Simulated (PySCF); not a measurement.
## Spinor energies of W (tungsten, neutral)

Start: [Xe] 4f14 5d4 6s2; 5d3/2 filled at m_j = -3/2, -1/2, +1/2, +3/2. Calculated with PySCF 2.14 in x2c-SVPall-2c: generalised Hartree-Fock with the X2C-1e Hamiltonian and a Gaussian nucleus; one run each with spin-orbit coupling (SO) switched off, then screened by Boettger's factors.

| spinor shell | electrons | ε, spin-free (eV) | ε, screened SO (eV) | weight of nominal j (screened SO) | rms radius, screened SO (bohr) |
| --- | --- | --- | --- | --- | --- |
| 1s1/2 | 2 | -69896.7 | -69875.2 | 1.000 | 0.0208 |
| 2s1/2 | 2 | -12206.2 | -12199.3 | 1.000 | 0.0838 |
| 2p1/2 | 2 | -10679.2 | -11645.9 | 1.000 | 0.0713 |
| 2p3/2 | 4 | -10679.2 | -10286.6 | 1.000 | 0.0787 |
| 3s1/2 | 2 | -2873.9 | -2871.4 | 1.000 | 0.214 |
| 3p1/2 | 2 | -2413.8 | -2625.1 | 1.000 | 0.206 |
| 3p3/2 | 4 | -2413.8 | -2326.1 | 1.000 | 0.221 |
| 3d3/2 | 4 | -1878.4 | -1915.7 | 1.000 | 0.195 |
| 3d5/2 | 6 | -1878.4 | -1851.2 | 1.000 | 0.199 |
| 4s1/2 | 2 | -625.60 | -624.72 | 1.000 | 0.478 |
| 4p1/2 | 2 | -471.90 | -521.18 | 1.000 | 0.487 |
| 4p3/2 | 4 | -471.90 | -451.13 | 1.000 | 0.519 |
| 4d3/2 | 4 | -273.19 | -280.73 | 0.999 | 0.544 |
| 4d5/2 | 6 | -273.19 | -267.28 | 1.000 | 0.556 |
| 5s1/2 | 2 | -94.061 | -93.819 | 1.000 | 1.15 |
| 5p1/2 | 2 | -52.959 | -61.423 | 0.932 | 1.32 |
| 4f5/2 | 6 | -50.300 | -51.179 | 0.978 | 0.680 |
| 5p3/2 | 4 | -52.959 | -48.992 | 0.935 | 1.34 |
| 4f7/2 | 8 | -50.300 | -48.818 | 0.982 | 0.678 |
| 5d3/2 | 4 | -10.338 | -10.353 | 0.640 | 2.16 |
| 6s1/2 | 2 | -7.264 | -7.226 | 0.987 | 3.68 |

| quantity | spin-free | screened SO |
| --- | --- | --- |
| E (hartree) | -16129.81123 | -16148.72876 |
| M_J | 0 | 0 |
| ⟨J²⟩ | 4.131 | 3.077 |
| ⟨L²⟩ | 6.097 | 5.826 |
| ⟨S²⟩ | 6.034 | 5.768 |

The determinant has a definite M_J but mixes levels of different J.

Each row is a mean over spinors that exchange with the open shell spreads, by up to 4.049 eV (5p3/2).

Rows whose weight is well below 1 are mixtures of j = l ± 1/2: exchange outweighs spin-orbit coupling there, and the label is only the starting occupation.

Breit and QED terms are absent; they matter most for the inner s and p1/2 levels.

Densities and radii are taken from the X2C orbitals without a picture-change correction, which distorts them close to the nucleus.

Without spin-orbit coupling the j labels of p, d and f shells carry no meaning; the spin-free column gives the mean over the occupied spinors of each nl shell, and its ⟨J²⟩ belongs to a mixture of degenerate components.
